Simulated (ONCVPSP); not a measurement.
## Before and after: ONCV potential for Be (Z = 4)

beryllium (Be), optimised norm-conserving Vanderbilt (ONCV), made with ONCVPSP 4.0.1 (LDA (Perdew-Wang 92), non-relativistic). Core [He], reference 2s1 2p1. Waves: 2s: rc 1.45 bohr, ncon 4, nbas 7, qcut 5.2 1/bohr, 2 projectors, debl 0.4 Ha; 2p: rc 3.70 bohr, ncon 4, nbas 8, qcut 3.4 1/bohr, 1 projector. Local part: polynomial inside 1.25 bohr (lpopt 5, dvloc0 6 Ha). Core correction: Teter function fitted to the true core (icmod 2), fcfact 0.35.

Change: all radii but the core radius scaled by about 1.30 (s 1.88, p 4.82 bohr); local potential polynomial inside 1.62 bohr (lpopt 5, dvloc0 6 Ha).

Cutoffs: the cutoffs (Ha) at which the residual kinetic energy of the hardest occupied pseudo-wave falls to 1 and 0.1 mHa per electron; they do not see the model core or the augmentation charge, which bear on the density cutoff. Errors are all-electron minus pseudo energies relative to the spin-unpolarised reference configuration.

**Question.** Predict the effect on cutoff, ghosts and configuration errors.

**Answer.** The potential gets neither clearly harder nor softer (6.4 Ha and 9.3 Ha → 7.0 Ha and 9.7 Ha); the bound ghost in s disappears; of the 4 tests that both files solve, the error grows in 4 and shrinks in 0 by more than 15 % and 0.3 meV (median size 29.5 → 53.6 meV). More of the atom is replaced by a form fitted at one configuration, so other configurations suffer.

| quantity | base | changed |
| --- | --- | --- |
| cutoff, loose | 6.4 Ha | 7.0 Ha |
| cutoff, tight | 9.3 Ha | 9.7 Ha |
| loose cutoff by channel | s 6.4 Ha, p 3.5 Ha | s 7.0 Ha, p 2.8 Ha |
| bound ghosts | s | none |
| GHOST(+) flags under 300 eV | none | none |
| error for 2s2 2p0, meV [ΔE -3.52 eV] | -13 | -25 |
| error for 2s1 2p0, meV [ΔE 6.00 eV] | +56 | +108 |
| error for 2s1.5 2p0, meV [ΔE 0.23 eV] | +15 | +31 |
| error for 2s0 2p1, meV [ΔE 9.81 eV] | -44 | -76 |
| rms error of d²Exc/dni dnj with the model core, mHa | 1.11 | 0.92 |

 A true bound ghost makes a file unfit for plane-wave use even where its test errors are small: the radial tests pick states by their node count and pass the ghost by.
